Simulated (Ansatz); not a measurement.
Calculation: B3LYP-D3(BJ)/def2-TZVP run with Ansatz (a program for electronic structure). No frequencies were computed at this level.

Ansatz 0.2 input:
```yaml
crystal:
  periodic: [false, false, false]
  atoms:
    - { symbol: C, position_ang: [1.884456, -0.161046, -0.120196] }
    - { symbol: B, position_ang: [0.510381, -0.035233, -0.02739] }
    - { symbol: Si, position_ang: [-1.411296, 0.129575, 0.089701] }
    - { symbol: H, position_ang: [2.539011, -0.396923, 0.707007] }
    - { symbol: H, position_ang: [2.453375, -0.037581, -1.030905] }
    - { symbol: H, position_ang: [-2.068029, -0.125722, -1.205436] }
    - { symbol: H, position_ang: [-2.010337, -0.823549, 1.041795] }
    - { symbol: H, position_ang: [-1.899035, 1.454592, 0.51629] }
basis:
  gaussian: { orbitals: def2-tzvp }
hamiltonian:
  xc: b3lyp
  dispersion: d3bj
relax:
  max_steps: 150
```

Output:

```
[...]
reference -9672.12155754 eV, -355.4439112400 hartree; 15, 15 occupied and 114, 114 virtual orbitals, 830 factors
relax step   6: F+E_penalty+E_count = -9672.36316419 eV  Δ(F+E_penalty+E_count) = -4.800e-3 eV  max|allowed force component| = 1.036e-1 eV/Å  Δτ_max = 0.0299 Å  (33 SCF iters, accepted)
these checks for a lower state are left out or cut short: starts, cluster_reference, orbital_swaps, neighbouring_geometries, increment
830 factors; their error is unknown
mean field -9672.12160841 eV, -355.4439131096 hartree, gradient 1.4e-5 eV, S^2 0.000000; 0 other end points of the search recorded, 0 dependent functions left out
reference -9672.12187301 eV, -355.4439228336 hartree; 15, 15 occupied and 114, 114 virtual orbitals, 830 factors
relax step   7: F+E_penalty+E_count = -9672.36341023 eV  Δ(F+E_penalty+E_count) = -2.460e-4 eV  max|allowed force component| = 4.965e-3 eV/Å  Δτ_max = 0.0220 Å  (31 SCF iters, accepted)
these checks for a lower state are left out or cut short: starts, cluster_reference, orbital_swaps, neighbouring_geometries, increment
830 factors; their error is unknown
mean field evaluation 64: about -9672.1217 eV, gradient 1.4e-5 eV
mean field -9672.12168822 eV, -355.4439160424 hartree, gradient 1.4e-5 eV, S^2 0.000000; 0 other end points of the search recorded, 0 dependent functions left out
reference -9672.12195253 eV, -355.4439257558 hartree; 15, 15 occupied and 114, 114 virtual orbitals, 830 factors
relax step   8: F+E_penalty+E_count = -9672.36348427 eV  Δ(F+E_penalty+E_count) = -7.404e-5 eV  max|allowed force component| = 4.721e-2 eV/Å  Δτ_max = 0.0228 Å  (30 SCF iters, accepted)
these checks for a lower state are left out or cut short: starts, cluster_reference, orbital_swaps, neighbouring_geometries, increment
830 factors; their error is unknown
mean field -9672.12176661 eV, -355.4439189235 hartree, gradient 1.5e-5 eV, S^2 0.000000; 0 other end points of the search recorded, 0 dependent functions left out
reference -9672.12203050 eV, -355.4439286210 hartree; 15, 15 occupied and 114, 114 virtual orbitals, 830 factors
relax step   9: F+E_penalty+E_count = -9672.36357428 eV  Δ(F+E_penalty+E_count) = -9.001e-5 eV  max|allowed force component| = 5.635e-2 eV/Å  Δτ_max = 0.0230 Å  (31 SCF iters, accepted)
these checks for a lower state are left out or cut short: starts, cluster_reference, orbital_swaps, neighbouring_geometries, increment
830 factors; their error is unknown
mean field -9672.12182649 eV, -355.4439211237 hartree, gradient 2.0e-5 eV, S^2 0.000000; 0 other end points of the search recorded, 0 dependent functions left out
reference -9672.12208973 eV, -355.4439307976 hartree; 15, 15 occupied and 114, 114 virtual orbitals, 830 factors
relax step  10: F+E_penalty+E_count = -9672.36365675 eV  Δ(F+E_penalty+E_count) = -8.247e-5 eV  max|allowed force component| = 7.953e-2 eV/Å  Δτ_max = 0.0329 Å  (31 SCF iters, accepted)
these checks for a lower state are left out or cut short: starts, cluster_reference, orbital_swaps, neighbouring_geometries, increment
830 factors; their error is unknown
mean field -9672.12191906 eV, -355.4439245258 hartree, gradient 1.4e-5 eV, S^2 0.000000; 0 other end points of the search recorded, 0 dependent functions left out
reference -9672.12218200 eV, -355.4439341888 hartree; 15, 15 occupied and 114, 114 virtual orbitals, 830 factors
relax step  11: F+E_penalty+E_count = -9672.36373536 eV  Δ(F+E_penalty+E_count) = -7.861e-5 eV  max|allowed force component| = 7.792e-2 eV/Å  Δτ_max = 0.0169 Å  (31 SCF iters, accepted)
these checks for a lower state are left out or cut short: starts, cluster_reference, orbital_swaps, neighbouring_geometries, increment
830 factors; their error is unknown
mean field -9672.12215062 eV, -355.4439330356 hartree, gradient 1.4e-5 eV, S^2 0.000000; 0 other end points of the search recorded, 0 dependent functions left out
reference -9672.12241326 eV, -355.4439426874 hartree; 15, 15 occupied and 114, 114 virtual orbitals, 830 factors
relax step  12: F+E_penalty+E_count = -9672.36393621 eV  Δ(F+E_penalty+E_count) = -2.009e-4 eV  max|allowed force component| = 5.927e-2 eV/Å  Δτ_max = 0.0155 Å  (32 SCF iters, accepted)
these checks for a lower state are left out or cut short: starts, cluster_reference, orbital_swaps, neighbouring_geometries, increment
830 factors; their error is unknown
mean field evaluation 96: about -9672.1222 eV, gradient 2.4e-1 eV
mean field -9672.12232454 eV, -355.4439394267 hartree, gradient 1.7e-5 eV, S^2 0.000000; 0 other end points of the search recorded, 0 dependent functions left out
reference -9672.12258673 eV, -355.4439490621 hartree; 15, 15 occupied and 114, 114 virtual orbitals, 830 factors
relax step  13: F+E_penalty+E_count = -9672.36408944 eV  Δ(F+E_penalty+E_count) = -1.532e-4 eV  max|allowed force component| = 4.482e-2 eV/Å  Δτ_max = 0.0240 Å  (31 SCF iters, accepted)
these checks for a lower state are left out or cut short: starts, cluster_reference, orbital_swaps, neighbouring_geometries, increment
830 factors; their error is unknown
mean field -9672.12240704 eV, -355.4439424588 hartree, gradient 1.7e-5 eV, S^2 0.000000; 0 other end points of the search recorded, 0 dependent functions left out
reference -9672.12266887 eV, -355.4439520808 hartree; 15, 15 occupied and 114, 114 virtual orbitals, 830 factors
relax step  14: F+E_penalty+E_count = -9672.36417509 eV  Δ(F+E_penalty+E_count) = -8.565e-5 eV  max|allowed force component| = 4.790e-2 eV/Å  Δτ_max = 0.0236 Å  (31 SCF iters, accepted)
these checks for a lower state are left out or cut short: starts, cluster_reference, orbital_swaps, neighbouring_geometries, increment
830 factors; their error is unknown
mean field -9672.12246168 eV, -355.4439444667 hartree, gradient 1.6e-5 eV, S^2 0.000000; 0 other end points of the search recorded, 0 dependent functions left out
reference -9672.12272327 eV, -355.4439540800 hartree; 15, 15 occupied and 114, 114 virtual orbitals, 830 factors
relax step  15: F+E_penalty+E_count = -9672.36424995 eV  Δ(F+E_penalty+E_count) = -7.485e-5 eV  max|allowed force component| = 5.199e-2 eV/Å  Δτ_max = 0.0217 Å  (31 SCF iters, accepted)
these checks for a lower state are left out or cut short: starts, cluster_reference, orbital_swaps, neighbouring_geometries, increment
830 factors; their error is unknown
mean field -9672.12249925 eV, -355.4439458473 hartree, gradient 1.4e-5 eV, S^2 0.000000; 0 other end points of the search recorded, 0 dependent functions left out
reference -9672.12276075 eV, -355.4439554572 hartree; 15, 15 occupied and 114, 114 virtual orbitals, 830 factors
relax step  16: F+E_penalty+E_count = -9672.36431145 eV  Δ(F+E_penalty+E_count) = -6.151e-5 eV  max|allowed force component| = 4.815e-2 eV/Å  Δτ_max = 0.0138 Å  (31 SCF iters, accepted)
these checks for a lower state are left out or cut short: starts, cluster_reference, orbital_swaps, neighbouring_geometries, increment
830 factors; their error is unknown
mean field evaluation 128: about -9672.1223 eV, gradient 1.8e-5 eV
mean field -9672.12228376 eV, -355.4439379283 hartree, gradient 1.8e-5 eV, S^2 0.000000; 0 other end points of the search recorded, 0 dependent functions left out
reference -9672.12254523 eV, -355.4439475371 hartree; 15, 15 occupied and 114, 114 virtual orbitals, 830 factors
relax step  17: F+E_penalty+E_count = -9672.36415018 eV  Δ(F+E_penalty+E_count) = +1.613e-4 eV  max|allowed force component| = 5.834e-2 eV/Å  Δτ_max = 0.0311 Å  (32 SCF iters, rejected (line search))
these checks for a lower state are left out or cut short: starts, cluster_reference, orbital_swaps, neighbouring_geometries, increment
830 factors; their error is unknown
mean field -9672.12256703 eV, -355.4439483380 hartree, gradient 1.4e-5 eV, S^2 0.000000; 0 other end points of the search recorded, 0 dependent functions left out
reference -9672.12282844 eV, -355.4439579448 hartree; 15, 15 occupied and 114, 114 virtual orbitals, 830 factors
relax step  18: F+E_penalty+E_count = -9672.36440955 eV  Δ(F+E_penalty+E_count) = -9.810e-5 eV  max|allowed force component| = 3.292e-2 eV/Å  Δτ_max = 0.0151 Å  (32 SCF iters, accepted)
these checks for a lower state are left out or cut short: starts, cluster_reference, orbital_swaps, neighbouring_geometries, increment
830 factors; their error is unknown
mean field -9672.12261925 eV, -355.4439502574 hartree, gradient 1.3e-5 eV, S^2 0.000000; 0 other end points of the search recorded, 0 dependent functions left out
reference -9672.12288064 eV, -355.4439598631 hartree; 15, 15 occupied and 114, 114 virtual orbitals, 830 factors
relax step  19: F+E_penalty+E_count = -9672.36447626 eV  Δ(F+E_penalty+E_count) = -6.671e-5 eV  max|allowed force component| = 3.787e-2 eV/Å  Δτ_max = 0.0149 Å  (32 SCF iters, accepted)
these checks for a lower state are left out or cut short: starts, cluster_reference, orbital_swaps, neighbouring_geometries, increment
830 factors; their error is unknown
mean field -9672.12265021 eV, -355.4439513952 hartree, gradient 1.3e-5 eV, S^2 0.000000; 0 other end points of the search recorded, 0 dependent functions left out
reference -9672.12291160 eV, -355.4439610010 hartree; 15, 15 occupied and 114, 114 virtual orbitals, 830 factors
relax step  20: F+E_penalty+E_count = -9672.36450769 eV  Δ(F+E_penalty+E_count) = -3.143e-5 eV  max|allowed force component| = 3.126e-2 eV/Å  Δτ_max = 0.0076 Å  (30 SCF iters, accepted)
these checks for a lower state are left out or cut short: starts, cluster_reference, orbital_swaps, neighbouring_geometries, increment
830 factors; their error is unknown
mean field -9672.12269258 eV, -355.4439529520 hartree, gradient 1.3e-5 eV, S^2 0.000000; 0 other end points of the search recorded, 0 dependent functions left out
reference -9672.12295401 eV, -355.4439625593 hartree; 15, 15 occupied and 114, 114 virtual orbitals, 830 factors
relax step  21: F+E_penalty+E_count = -9672.36454087 eV  Δ(F+E_penalty+E_count) = -3.318e-5 eV  max|allowed force component| = 1.912e-2 eV/Å  Δτ_max = 0.0099 Å  (30 SCF iters, accepted)
these checks for a lower state are left out or cut short: starts, cluster_reference, orbital_swaps, neighbouring_geometries, increment
830 factors; their error is unknown
mean field evaluation 160: about -9672.1227 eV, gradient 8.6e-5 eV
mean field -9672.12271467 eV, -355.4439537640 hartree, gradient 1.3e-5 eV, S^2 0.000000; 0 other end points of the search recorded, 0 dependent functions left out
reference -9672.12297617 eV, -355.4439633739 hartree; 15, 15 occupied and 114, 114 virtual orbitals, 830 factors
relax step  22: F+E_penalty+E_count = -9672.36455660 eV  Δ(F+E_penalty+E_count) = -1.573e-5 eV  max|allowed force component| = 8.020e-3 eV/Å  Δτ_max = 0.0076 Å  (32 SCF iters, accepted)
these checks for a lower state are left out or cut short: starts, cluster_reference, orbital_swaps, neighbouring_geometries, increment
830 factors; their error is unknown
mean field -9672.12272276 eV, -355.4439540613 hartree, gradient 1.4e-5 eV, S^2 0.000000; 0 other end points of the search recorded, 0 dependent functions left out
reference -9672.12298439 eV, -355.4439636761 hartree; 15, 15 occupied and 114, 114 virtual orbitals, 830 factors
relax step  23: F+E_penalty+E_count = -9672.36456050 eV  Δ(F+E_penalty+E_count) = -3.901e-6 eV  max|allowed force component| = 1.078e-2 eV/Å  Δτ_max = 0.0108 Å  (31 SCF iters, accepted)
these checks for a lower state are left out or cut short: starts, cluster_reference, orbital_swaps, neighbouring_geometries, increment
830 factors; their error is unknown
mean field -9672.12271754 eV, -355.4439538694 hartree, gradient 1.5e-5 eV, S^2 0.000000; 0 other end points of the search recorded, 0 dependent functions left out
reference -9672.12297951 eV, -355.4439634967 hartree; 15, 15 occupied and 114, 114 virtual orbitals, 830 factors
relax step  24: F+E_penalty+E_count = -9672.36454195 eV  Δ(F+E_penalty+E_count) = +1.855e-5 eV  max|allowed force component| = 3.599e-2 eV/Å  Δτ_max = 0.0193 Å  (31 SCF iters, rejected (line search))
these checks for a lower state are left out or cut short: starts, cluster_reference, orbital_swaps, neighbouring_geometries, increment
830 factors; their error is unknown
mean field -9672.12273586 eV, -355.4439545427 hartree, gradient 1.3e-5 eV, S^2 0.000000; 0 other end points of the search recorded, 0 dependent functions left out
reference -9672.12299765 eV, -355.4439641632 hartree; 15, 15 occupied and 114, 114 virtual orbitals, 830 factors
relax step  25: F+E_penalty+E_count = -9672.36457369 eV  Δ(F+E_penalty+E_count) = -1.320e-5 eV  max|allowed force component| = 6.649e-3 eV/Å  Δτ_max = 0.0093 Å  (32 SCF iters, accepted)
830 factors; their error is unknown
mean field evaluation 192: about -9672.1028 eV, gradient 4.0e-1 eV
mean field -9672.12273586 eV, -355.4439545427 hartree, gradient 4.2e-5 eV, S^2 0.000000; 1 other end points of the search recorded, 0 dependent functions left out
reference -9672.12299765 eV, -355.4439641632 hartree; 15, 15 occupied and 114, 114 virtual orbitals, 830 factors
Total energy: -9672.36483548 eV, -355.4528515396 hartree
Atom 0 at     1.880302    -0.160829    -0.123394 Å, force     0.003439    -0.000732    -0.000822 eV/Å
Atom 1 at     0.512160    -0.038455     0.003720 Å, force    -0.006649     0.002250     0.000248 eV/Å
Atom 2 at    -1.452370     0.128993     0.116855 Å, force     0.001909    -0.002242    -0.000228 eV/Å
Atom 3 at     2.559815    -0.103006     0.721420 Å, force     0.000541     0.000006     0.001016 eV/Å
Atom 4 at     2.366649    -0.323510    -1.080554 Å, force    -0.000120    -0.000161    -0.000437 eV/Å
Atom 5 at    -1.953621    -0.017097    -1.272608 Å, force     0.000421     0.000617     0.000777 eV/Å
Atom 6 at    -2.049073    -0.932016     0.960890 Å, force    -0.000099     0.000813    -0.000144 eV/Å
Atom 7 at    -1.865337     1.450034     0.644538 Å, force     0.000558    -0.000551    -0.000411 eV/Å
Dipole moment:    -0.082962     0.008884     0.017239 e Å
```

Cost: very roughly 70 core-seconds.
